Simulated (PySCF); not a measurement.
BI3, SMILES IB(I)I. Atoms are numbered in the order given.

```xyz
4

B      0.0000     0.0000     0.0000
I      2.1188     0.0000     0.0000
I     -1.0594    -1.8349     0.0000
I     -1.0594     1.8349     0.0000
```
Charge 0, spin multiplicity 1.

Geometry optimised at PBE0-D3(BJ)/def2-SVP. The isomer is the one that the SMILES or the coordinates give; other isomers of the formula were not compared. The def2 effective core potentials stand for the cores of I; spin–orbit coupling is left out.

Method: TDA-PBE/def2-SVPD (PySCF).

Vertical excitations; the highest root listed may be one member of a degenerate set. The molecule is in vacuum. State labels are in the subgroup C2v.

```csv
state,symmetry,energy (eV),λ (nm),f,main pairs
S1,A2,3.05,406,0.000,HOMO→LUMO 100 %
S2,B2,3.77,329,0.000,HOMO−3→LUMO (degenerate set)
S3,A2,3.77,329,0.000,HOMO−4→LUMO (degenerate set)
S4,B1,4.29,289,0.133,HOMO−1→LUMO (degenerate set)
S5,A1,4.29,289,0.133,HOMO−2→LUMO (degenerate set)
S6,B1,4.50,276,0.000,HOMO→LUMO+1 99 %
S7,A2,5.12,242,0.000,HOMO−1→LUMO+1 (degenerate set)
S8,B2,5.12,242,0.000,HOMO−2→LUMO+1 (degenerate set)
S9,A1,5.32,233,0.045,HOMO−3→LUMO+1 (degenerate set)
S10,B1,5.32,233,0.045,HOMO−4→LUMO+1 (degenerate set)
T1,A2,2.91,426,0,HOMO→LUMO 100 %
T2,B1,3.45,360,0,HOMO−1→LUMO (degenerate set)
T3,A1,3.45,360,0,HOMO−2→LUMO (degenerate set)
T4,B2,3.61,343,0,HOMO−3→LUMO 100 %
```
Triplets are in the Tamm–Dancoff approximation.
